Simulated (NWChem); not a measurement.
System: silole (C4H6Si); SMILES C1=C[SiH2]C=C1

```xyz
11

C      0.0000     0.7405     1.3015
C      0.0000     1.3553     0.0998
Si     0.0000     0.0000    -1.1948
C      0.0000    -1.3553     0.0998
C      0.0000    -0.7405     1.3015
H      0.0000     1.2805     2.2554
H      0.0000     2.4423    -0.0021
H      1.2109     0.0000    -2.0732
H     -1.2109     0.0000    -2.0732
H      0.0000    -2.4423    -0.0021
H      0.0000    -1.2805     2.2554
```
Atoms are numbered in this order, from 1.

Results from NWChem. Pople sets run with spherical d functions. STO-3G and 3-21G are far too small for this property and stand as cheap habits. All runs use the structure optimised with PBE0/def2-SVP. B3LYP is NWChem's, with the RPA form of VWN correlation. GIAO values for the isolated, static molecule; σ is the absolute isotropic shielding, δ = σ(reference) − σ with the isolated reference molecule computed at the same levels (13C: tetramethylsilane, 1H: tetramethylsilane, 29Si: tetramethylsilane).

For level B3LYP/6-31G*:

```
Item         Value
-----------  -----
δ C1 (ppm)   141.3
δ C2 (ppm)   119.3
δ Si3 (ppm)  -20.8
δ H6 (ppm)    6.90
δ H7 (ppm)    5.74
δ H8 (ppm)    4.70
```

Question: How do the values read with level Hartree-Fock/STO-3G instead?

Answer: δ C1 (ppm): 134.5
δ C2 (ppm): 126.5
δ Si3 (ppm): -25.4
δ H6 (ppm): 6.64
δ H7 (ppm): 6.49
δ H8 (ppm): 2.29
